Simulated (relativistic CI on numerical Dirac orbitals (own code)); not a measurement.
## Tc5+: resonant inelastic scattering at the M2,3 edge

Computed with this model: Dirac-Coulomb-Breit CI, KLI orbitals optimised for each configuration, model QED (radiative potential, 1s self-energy scaled to tabulated hydrogen-like ionisation energies), valence Slater integrals scaled by 0.8, Kramers-Heisenberg scattering through one core-hole configuration in a parametric crystal field; configurations [Kr] 4d2 → [Ne] 3s2 3p5 3d10 4s2 4p6 4d3; 80 K; core-hole width 3 eV; summed over polarisations. Incident energies are the highest absorption maxima for each field (at most a few, so the weaker spin-orbit partner edge can be absent), on the computed scale of the free ion. Intensities are in per cent of the strongest line above 0.02 eV; levels within 1 cm⁻¹ are merged; final levels count from the ground level, the first row holds all elastic scattering, lines under 0.4 are left out and each table stops after 24 rows. The scale of the Slater integrals is a model choice and moves the terms in proportion.

Field parameters in Wybourne normalisation: D4h B²₀ = −7Ds, B⁴₀ = 21(Dq − Dt), B⁴₄ = 21√(5/14) Dq; Oh B⁴₀ = 21Dq, B⁴₄ = √(5/14) B⁴₀. The field is a parameter set, without covalency, and values of 10Dq over about 45,000 cm⁻¹ lie beyond real compounds.

S is read from ⟨S²⟩ = S(S + 1).

Oh, 10Dq = 52550 cm⁻¹:

```tsv
Final level (eV)	Degeneracy	Irrep	S	435.6 eV	441.5 eV	461.5 eV
0.000	2	E	1.00	1360.0	1316.4	221.4
0.004	3	T2	1.00	46.4	3.0	1.5
0.183	3	T1	1.00	74.6	16.6	5.1
0.257	1	A1	1.00	5.8	4.7	3.5
1.468	3	T2	0.01	67.2	12.8	3.4
1.481	2	E	0.02	32.6	6.3	0.6
3.343	1	A1	0.01	15.4	8.8	2.6
6.305	1	A2	1.00	3.3	39.4	9.3
6.341	3	T2	1.00	11.3	100.0	32.2
6.411	3	T1	1.00	3.9	25.5	22.7
6.412	2	E	1.00	3.2	36.5	23.0
7.465	1	A1	1.00	0.8	17.9	12.1
7.510	3	T1	1.00	3.5	54.1	26.2
7.578	3	T2	0.95	3.9	58.7	23.8
7.612	2	E	1.00	2.9	36.2	6.2
7.953	3	T2	0.14	0.9	16.6	12.8
```

Oh, 10Dq = 27750 cm⁻¹:

```csv
Final level (eV),Degeneracy,Irrep,S,439 eV,458.5 eV
0.000,2,E,0.99,1701.0,236.5
0.009,3,T2,1.00,15.4,18.1
0.202,3,T1,1.00,21.1,6.4
0.286,1,A1,1.00,10.0,10.7
1.487,3,T2,0.03,25.3,20.6
1.516,2,E,0.02,19.7,5.7
3.231,1,A1,0.04,39.4,28.0
3.277,1,A2,1.00,22.6,7.4
3.322,3,T2,0.99,100.0,20.2
3.386,3,T1,1.00,30.6,17.4
3.391,2,E,1.00,32.4,17.6
4.464,1,A1,0.99,8.1,9.1
4.506,3,T1,1.00,52.1,16.0
4.585,3,T2,0.93,39.2,10.3
4.622,2,E,1.00,22.1,1.6
4.939,3,T2,0.17,5.4,4.9
5.265,3,T1,0.01,6.2,7.1
6.814,3,T2,1.00,1.2,0.4
```

D4h, 10Dq = 30850, Ds = 130, Dt = -630 cm⁻¹:

```
Final level (eV)  Degeneracy  Irrep     S  436.7 eV  439.8 eV  457.4 eV
           0.000           1     A1  1.00    1129.5    1162.9     154.4
           0.019           2      E  1.00      30.9       1.3      21.8
           0.361           1     B1  0.99      22.7       6.8       3.3
           0.370           1     B2  0.99      16.8       4.7       3.2
           0.488           2      E  1.00      41.8      12.6       8.5
           0.564           1     A2  1.00       9.3       1.3       2.3
           0.583           1     A1  1.00       7.4       2.9      11.0
           1.421           1     B2  0.03       4.5       1.0       1.8
           1.440           1     B1  0.03       6.3       2.3       1.9
           1.848           2      E  0.02      12.7      12.4      18.2
           1.911           1     A1  0.02      34.1      12.0      18.7
           3.608           1     A1  0.02       7.3      18.9      12.8
           4.109           1     B1  1.00       3.5      17.8       3.4
           4.114           1     B2  1.00       3.5      14.8       1.4
           4.156           2      E  1.00      34.9      89.6       9.0
           4.199           1     A2  1.00       0.8       1.5       2.2
           4.202           1     A1  1.00       5.1      25.4       6.4
           4.850           2      E  1.00       0.7       5.3       0.7
           5.474           1     A1  0.99       1.7      12.7       4.7
           5.485           1     A2  1.00       0.9       5.3       2.1
           5.524           2      E  0.94      16.0     100.0       2.7
           5.595           1     B2  0.99       0.9       3.5       1.9
           5.617           1     B1  1.00       1.1       4.7       0.2
           5.628           2      E  0.59       2.5      11.3       2.4
```

For the first field the strongest loss at the lowest incident energy is the level at 0.18 eV (S = 1.00, against 1.00 in the thermal ground state). Levels of other spin, the first over 8 % at 1.47 eV, appear because spin-orbit coupling of the core hole, and in heavier ions of the valence shell too, mixes spins.
